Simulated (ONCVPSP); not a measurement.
Cutoff test, Fe, ONCV

* Element: Fe (Z = 26)
* Generator: ONCVPSP 4.0.1
* Type: optimised norm-conserving Vanderbilt (ONCV)
* Functional: PBEsol
* Relativity: scalar-relativistic
* Frozen core: [Ne]
* Valence charge: 16
* Reference configuration: 3s2 3p6 3d6 4s2
* Partial waves: 3s+4s: rc 1.55 bohr, ncon 4, nbas 8, qcut 6.4 1/bohr, 2 projectors; 3p: rc 0.85 bohr, ncon 3, nbas 8, qcut 8.2 1/bohr, 3 projectors, debl 0.4 Ha; 3d: rc 1.10 bohr, ncon 3, nbas 8, qcut 13.9 1/bohr, 3 projectors, debl 2.7 Ha
* Local potential: polynomial inside 0.75 bohr (lpopt 5, dvloc0 1 Ha)
* Core correction: Teter function, fcfact 5, rcfact 1.4

In the p channel the program set the typed energies aside and used -2.202, 0.250, 0.650 Ha.

Problem. For each optimised wave give the share of its norm inside rc, the residual kinetic energy above qcut (Ha) and the cutoffs (Ha) for errors of 10, 1, 0.1 and 0.01 mHa per electron.

Solution.

| wave | norm inside rc | residual KE | 10 mHa | 1 mHa | 0.1 mHa | 0.01 mHa |
| --- | --- | --- | --- | --- | --- | --- |
| 3s | 0.978 | 5.6e-06 | 9.7 | 12.6 | 15.1 | 17.6 |
| 4s | 0.069 | 4.0e-05 | 6.8 | 9.7 | 14.6 | 54.0 |
| 3p | 0.551 | 5.0e-04 | 24.6 | 31.1 | 136.3 | 394.5 |
| p projector 2 | 0.045 | 9.2e-05 | 19.5 | 26.6 | 33.6 | 99.8 |
| p projector 3 | 0.024 | 5.7e-05 | 17.7 | 25.2 | 31.8 | 80.0 |
| 3d | 0.586 | 1.4e-06 | 59.9 | 72.3 | 82.0 | 89.7 |
| d projector 2 | 0.067 | 2.1e-06 | 56.7 | 71.4 | 82.5 | 91.1 |
| d projector 3 | 0.056 | 9.5e-06 | 61.9 | 76.6 | 87.5 | 96.6 |

The occupied waves need 72 Ha and 136 Ha for 1 and 0.1 mHa. Note: ghosts flagged at negative energy: p at -9274.9 eV; no localised positive-energy state flagged. A true bound ghost makes a file unfit for plane-wave use.
